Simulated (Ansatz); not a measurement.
The lowest singlet and triplet of O2 (SMILES O=O); geometries from B3LYP-D3(BJ)/def2-TZVP, each state relaxed from the structure named, with no frequency check, low spin by broken symmetry.
Singlet (charge 0, multiplicity 1):
```tsv
atom	x (Å)	y (Å)	z (Å)
O	0.0000	0.0000	-0.6023
O	0.0000	0.0000	0.6023
```
Triplet (charge 0, multiplicity 3):
```csv
atom,x (Å),y (Å),z (Å)
O,0.0000,0.0000,-0.6021
O,0.0000,0.0000,0.6021
```

A positive gap puts the triplet lower; no zero-point energy. R- takes a restricted singlet, here one determinant of a half-filled degenerate or near-degenerate pair, which mixes singlet states. The triplet is unrestricted in single-reference levels. Active spaces average the two states.

Cores are frozen in the correlated methods.

The values were computed with Ansatz (a program for electronic structure). Each number belongs to the level named beside it.

R-PBE/def2-TZVPP gives 1.646 eV for the gap E(singlet) − E(triplet), adiabatic.

How do the other levels lie against it? Give each less PBE: R-r2SCAN/def2-TZVPP, R-B3LYP/def2-TZVPP, R-wB97M-V/def2-TZVPP, R-B2PLYP/def2-TZVPP, R-MP2/cc-pVQZ, R-CCSD(T)/cc-pVQZ, SC-NEVPT2 on SA-CASSCF(12,8)/cc-pVQZ, FIC-MRCISD+Q on SA-CASSCF(12,8)/cc-pVQZ.

R-r2SCAN/def2-TZVPP 0.289; R-B3LYP/def2-TZVPP 0.031; R-wB97M-V/def2-TZVPP -0.135; R-B2PLYP/def2-TZVPP -0.076; R-MP2/cc-pVQZ -0.370; R-CCSD(T)/cc-pVQZ -0.355; SC-NEVPT2 on SA-CASSCF(12,8)/cc-pVQZ -0.679; FIC-MRCISD+Q on SA-CASSCF(12,8)/cc-pVQZ -0.666 eV. 2 of 8 lie above PBE; the widest gap is to SC-NEVPT2 on SA-CASSCF(12,8)/cc-pVQZ.

Doubts at one or more of the structures used: a restricted determinant that unrestricted orbitals would lower (R-PBE/def2-TZVPP, R-r2SCAN/def2-TZVPP, R-B3LYP/def2-TZVPP, R-wB97M-V/def2-TZVPP, R-B2PLYP/def2-TZVPP, R-MP2/cc-pVQZ, R-CCSD(T)/cc-pVQZ).

Measured: 3Σg- below a 1Δg by 7918.1 cm-1 = 22.6 kcal/mol (between the minima) [Huber and Herzberg (1979), NIST Chemistry WebBook].
